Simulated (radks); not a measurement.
Ag15+, 32 electrons, occupied as [Ar] 3d10 4s2 4p2. Calculated with a radial shooting solver on a logarithmic mesh with Libxc functionals: scalar-relativistic Kohn-Sham, LDA (Slater exchange, Perdew-Wang correlation), spin-polarised, spherical densities, finite nucleus; open shells are filled with parallel spins first (spin-orbit coupling, left out, can overturn this in heavy ions); Fermi nuclear charge, rms radius 4.5454 fm.

Unscreened Slater integrals over Kohn-Sham orbitals (cm^-1). They are taken over the spin-up orbitals. Empty in this configuration: 4d.

integral    value
F0(4p,4p)  233310
F2(4p,4p)  123420
F0(4p,4s)  237800
G1(4p,4s)  162590
F0(4p,3d)  297210
F2(4p,3d)   80178
G1(4p,3d)   26721
G3(4p,3d)   26410
F0(4p,3p)  294130
F2(4p,3p)   84200
G0(4p,3p)   22622
G2(4p,3p)   27295
F0(4p,4d)  226470
F2(4p,4d)  117620
G1(4p,4d)  148950
G3(4p,4d)   94446
F0(4s,4s)  242690
F0(4s,3d)  305890
G2(4s,3d)   28055
F0(4s,3p)  302710
G1(4s,3p)   28329
F0(4s,4d)  230540
G2(4s,4d)  116160
F0(3d,3d)  586280
F2(3d,3d)  292830
F4(3d,3d)  186970
F0(3d,3p)  558660
F2(3d,3p)  270150
G1(3d,3p)  309370
G3(3d,3p)  199030
F0(3d,4d)  286730
F2(3d,4d)   75471
F4(3d,4d)   36704
G0(3d,4d)   25804
G2(3d,4d)   30974
G4(3d,4d)   23881
F0(3p,3p)  542380
F2(3p,3p)  273250
F0(3p,4d)  282130
F2(3p,4d)   75031
G1(3p,4d)   17849
G3(3p,4d)   18703
F0(4d,4d)  220550
F2(4d,4d)  113850
F4(4d,4d)   77427

Derived for the open shells (J is the average intra-shell exchange parameter used in DFT+U). 4p: J = F2/5 = 24680 cm^-1.
